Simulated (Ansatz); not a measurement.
C2H8Si2 can be A, `C1[SiH2]C[SiH2]1`, or B, `C=C([SiH3])[SiH3]`.

Isolated molecules relaxed with PBE0-D4/def2-TZVP in Ansatz; ΔE leaves out vibrations. CBS: MP2 limit from def2 TZ/QZ plus the TZ coupled-cluster correction, frozen cores. DFT in def2-TZVPP. B3LYP here is the variant with VWN-RPA as its local correlation; programs differ in this.

A:

```xyz
12

C    -0.2979    1.0824   -0.7698
Si   -0.4287    0.6242    1.0621
C     0.0574   -1.1683    0.6962
Si    0.6240   -0.5543   -1.0023
H     0.2087    2.0075   -1.0395
H    -1.2764    1.0635   -1.2580
H    -1.7609    0.8273    1.6969
H     0.5997    1.3208    1.8823
H    -0.8223   -1.8130    0.6157
H     0.7864   -1.6522    1.3442
H     2.0983   -0.3570   -1.0567
H     0.2115   -1.3807   -2.1711
```

B:

```xyz
12

C     0.443    0.275   -1.560
C     0.083    0.051   -0.292
Si    0.878   -1.346    0.655
Si   -1.206    1.143    0.501
H     0.010    1.077   -2.155
H     1.190   -0.333   -2.068
H    -0.152   -2.318    1.111
H     1.572   -0.827    1.864
H     1.861   -2.039   -0.222
H    -1.653    2.169   -0.479
H    -0.649    1.815    1.706
H    -2.375    0.333    0.939
```

Task: Which isomer does CCSD(T)/CBS put lower? Give the gap. (Best estimate.)

Result: Ansatz gave: A, by 101.8 kJ/mol.

Task: Give E(B) − E(A) in kJ/mol with CCSD/def2-TZVPP, B3LYP-D4, HF/def2-TZVPP, MP2/def2-TZVPP, B2PLYP, ωB97M-V, PBE0-D4. (Estimate.)

Result: Computed: CCSD/def2-TZVPP 96.9, B3LYP-D4 88.8, HF/def2-TZVPP 71.2, MP2/def2-TZVPP 109.8, B2PLYP 93.9, ωB97M-V 110.4, PBE0-D4 120.5. None reverses the order clearly.

Largest T1 diagnostic: 0.012.

From PBE to PBE0 (25 % exact exchange), in def2-TZVPP and without D4, E(B) − E(A) moves by +9.2 kJ/mol. In def2-TZVPP, CCSD(T) changes the Hartree–Fock value by +25.7 kJ/mol (the triples alone add −0.0 kJ/mol) and MP2 by +38.6 kJ/mol.
